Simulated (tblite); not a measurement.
Isomers of C7H13PS. Method: GFN2-xTB as coded in tblite; computed harmonic values from a numerical Hessian at the method's own geometry, unscaled. Against measured fundamentals such values can be off by several per cent, at times by over 20. One conformer each.

Electronic energies: GFN2-xTB at the same geometries; isomer energies are rough at this level and their order can be wrong.

| SMILES | electronic energy, lowest = 0 (kJ/mol) |
| --- | --- |
| C=CP(=S)(C=C)CCC | 26.6 |
| CC#CP(=S)(CC)CC | 0.0 |
| CC1=C[P@@]1(=S)C(C)(C)C | 60.6 |

Question: How do GFN2-xTB zero-point energies change the relative energies?

Answer: 
```csv
SMILES,ZPE (kJ/mol),of it from modes above 1550 cm⁻¹,electronic (kJ/mol),"with ZPE, lowest = 0 (kJ/mol)",lowest mode (cm⁻¹),rings
CC#CP(=S)(CC)CC,468.8,246.6,0.0,0.0,4i,0
C=CP(=S)(C=C)CCC,467.9,255.0,26.6,25.8,54,0
CC1=C[P@@]1(=S)C(C)(C)C,471.3,244.9,60.6,63.1,30,1
```

The zero-point energies span 3.4 kJ/mol, from `C=CP(=S)(C=C)CCC` to `CC1=C[P@@]1(=S)C(C)(C)C`. Slightly imaginary modes are left out of the zero-point energy: `CC#CP(=S)(CC)CC` 4.2i cm⁻¹. The order is unchanged.
